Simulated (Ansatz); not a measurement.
Geometry optimisation, DFT PBEsol, scalar-relativistic, plane waves, PAW in Ansatz 0.2.0.

Input file:

```yaml
crystal:
  lattice:
    - [7.398, 0.0, 0.0]
    - [-3.699, 6.406856, 0.0]
    - [0.0, 0.0, 12.0]
  atoms:
    - { symbol: C, position: [0.0, 0.0, 0.0833333] }
    - { symbol: C, position: [0.2222222, 0.1111111, 0.0833333] }
    - { symbol: C, position: [0.0, 0.3333333, 0.0833333] }
    - { symbol: C, position: [0.2222222, 0.4444444, 0.0833333] }
    - { symbol: C, position: [0.0, 0.6666667, 0.0833333] }
    - { symbol: C, position: [0.2222222, 0.7777778, 0.0833333] }
    - { symbol: C, position: [0.3333333, 0.0, 0.0833333] }
    - { symbol: C, position: [0.5555556, 0.1111111, 0.0833333] }
    - { symbol: C, position: [0.3333333, 0.3333333, 0.0833333] }
    - { symbol: C, position: [0.5555556, 0.4444444, 0.0833333] }
    - { symbol: C, position: [0.3333333, 0.6666667, 0.0833333] }
    - { symbol: C, position: [0.5555556, 0.7777778, 0.0833333] }
    - { symbol: C, position: [0.6666667, 0.0, 0.0833333] }
    - { symbol: C, position: [0.8888889, 0.1111111, 0.0833333] }
    - { symbol: C, position: [0.6666667, 0.3333333, 0.0833333] }
    - { symbol: C, position: [0.8888889, 0.4444444, 0.0833333] }
    - { symbol: C, position: [0.6666667, 0.6666667, 0.0833333] }
    - { symbol: C, position: [0.8888889, 0.7777778, 0.0833333] }
    - { symbol: Se, position: [0.4036163, 0.8176406, 0.23] }
basis:
  ecutwfc: 420.0
kpoints:
  mp_grid: { grid: [2, 2, 1] }
hamiltonian:
  xc: pbesol
scf:
  occupations: { method: fermi_dirac, width: 0.05 }
  lower_state_search: "off"
relax:
  f_tol: 0.03
  max_steps: 60
  adjacent_minimum: "off"
output:
  write_density: true
  write_potential: true
  elf: true
  volumetric_format: npy
```

Launched with:

```bash
$ ansatz run input.yaml --threads 1 --pin off --max-ram 3072MiB --backend cpu --events-out ev --progress --plain --runs-dir out
```

Task: Where does it end, and by what steps?

Result: The forces met the threshold. Limits of this set-up: coarse k mesh, slab without dipole correction. After 9 steps the energy has fallen by 2.745 eV; Se19 moved furthest, 0.91 Å. Parted: C12–Se19.

```
step  energy less start (eV)  largest force component (eV/Å)  accepted
   0                  0.0000                           6.516       yes
   1                 -1.3276                           3.481       yes
   2                 -2.0123                           1.382       yes
   3                 -2.3525                           0.767       yes
   4                 -2.5486                           0.559       yes
   5                 -2.7008                           0.471       yes
   6                 -2.7417                           0.193       yes
   7                 -2.7449                           0.070       yes
   8                 -2.7396                           0.425        no
   9                 -2.7453                           0.029       yes
```

```xyz
19
Lattice="7.3980 0.0000 0.0000 -3.6990 6.4069 0.0000 0.0000 0.0000 12.0000" Properties=species:S:1:pos:R:3
C 0.030 0.032 0.939
C 1.265 0.751 0.941
C -1.192 2.166 0.923
C 0.023 2.854 0.996
C -2.455 4.284 0.998
C -1.223 5.027 1.230
C 2.503 0.058 0.997
C 3.718 0.746 0.923
C 1.262 2.161 0.939
C 2.496 2.880 0.937
C 0.051 4.292 1.229
C 1.282 5.034 0.996
C 4.969 0.024 0.923
C 6.204 0.739 0.898
C 3.720 2.173 0.897
C 4.955 2.888 0.923
C 2.502 4.308 0.939
C 3.724 5.011 0.941
Se -0.585 4.660 3.193
```

Whether the end is a true minimum wasn't checked by a vibrational analysis.

Time of the run: 88 s on 1 thread of Arm Neoverse V1, on a shared host, peak memory 0.67 GiB.
